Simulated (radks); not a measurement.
Values are calculated unless marked as measured or tabulated.
Task: Pb8+, configuration [Xe] 4f14 5d6 (the NIST ground configuration). Code: a radial shooting solver on a logarithmic mesh with Libxc functionals. Model: Dirac Kohn-Sham, LB94 model potential, spin-unpolarised, spherical densities, finite nucleus; open shells fill j = l - 1/2 first; Fermi nuclear charge, rms radius 5.5012 fm.

Spin-orbit splittings of the eigenvalues, e(l+1/2) - e(l-1/2), with zeta = 2 splitting/(2l+1) and mean radii in bohr:

| shell | occ. | splitting (eV) | zeta (eV) | <r> j=l-1/2 | <r> j=l+1/2 |
|---|---|---|---|---|---|
| 2p | 6 | 2206 | 1471 | 0.05474 | 0.06367 |
| 3p | 6 | 491.7 | 327.8 | 0.1641 | 0.1803 |
| 3d | 10 | ? | ? | 0.1566 | 0.1615 |
| 4p | 6 | 119.6 | 79.76 | 0.3852 | 0.4199 |
| 4d | 10 | 22.43 | 8.972 | 0.4241 | 0.4351 |
| 4f | 14 | 5.143 | 1.469 | 0.4467 | 0.4528 |
| 5p | 6 | 24.51 | 16.34 | 0.8869 | 0.9682 |
| 5d | 6 | 3.434 | 1.373 | 1.130 | 1.157 |

Estimate the 3d splitting.

Result: 104.9 eV (zeta = 41.94 eV).
